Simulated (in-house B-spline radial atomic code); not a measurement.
A radial electron density 4πr²n(r) was computed for an atom or ion in its tabulated ground configuration with an all-electron radial atomic-structure program (B-spline basis); method: non-relativistic Hartree-Fock, average of configuration. Columns: r (bohr), 4πr²n(r) (electrons per bohr), bar.

```
 0.00969  0.07222 #
  0.0109  0.09007 #
  0.0123   0.1128 ##
  0.0138   0.1394 ##
  0.0156   0.1744 ##
  0.0175   0.2145 ###
  0.0197   0.2647 ####
  0.0222   0.3262 ####
   0.025      0.4 #####
  0.0281   0.4869 #######
  0.0317   0.5935 ########
  0.0357   0.7175 ##########
  0.0402   0.8619 ############
  0.0452    1.026 ##############
  0.0509    1.215 ################
  0.0573    1.426 ###################
  0.0645    1.658 ######################
  0.0726    1.906 ##########################
  0.0818    2.166 #############################
  0.0921    2.427 #################################
   0.104    2.683 ####################################
   0.117    2.905 #######################################
   0.131    3.079 ##########################################
   0.148    3.204 ###########################################
   0.167    3.248 ############################################
   0.187    3.204 ###########################################
   0.211    3.058 #########################################
   0.238    2.814 ######################################
   0.267    2.501 ##################################
   0.301    2.113 #############################
   0.339    1.699 #######################
   0.382    1.288 #################
    0.43   0.9173 ############
   0.484   0.6079 ########
   0.545   0.3707 #####
   0.613   0.2074 ###
    0.69   0.1043 #
   0.777  0.04656 #
   0.875  0.01822
```

Q: Which atom or ion is it?
A. C4+
B. N5+
C. F6+
D. C5+

A: D. The area under the curve, ∫4πr²n dr = ∫r·4πr²n d(ln r) on this logarithmic grid, is 1 electrons, which only this option has. The configuration is 1s1.
